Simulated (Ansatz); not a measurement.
Basis-set extrapolation for CH8O2Si2 (`O[SiH2]OC[SiH3]`) (PBE0-D4/def2-TZVP geometry, frozen core, Ansatz). Multiplicity 1, RHF reference.

```csv
,def2-TZVPP,def2-QZVPP
HF,-770.302514,-770.330727
MP2 correlation,-0.900326,-0.969350
CCSD(T) correlation,-0.984502,not run
```

Energies in hartree. Use E(X) = E(∞) + A·exp(−7.88·√X) for Hartree–Fock and E(X) = E(∞) + B·X^(−2.97) for correlation, with X = 3 and 4, and add CCSD(T) minus MP2 of the smaller set to the MP2 limit.

Task: What is the CCSD(T) energy at the basis-set limit?

Result: HF limit: -770.330727 + (-0.028213) × 0.13774 = -770.33461. MP2 limit: -0.969350 + (-0.069024) × 0.74074 = -1.02048. Higher-order term: -0.984502 − (-0.900326) = -0.08418. Total: -771.43927 hartree, 399.7 kJ/mol below CCSD(T)/def2-TZVPP.
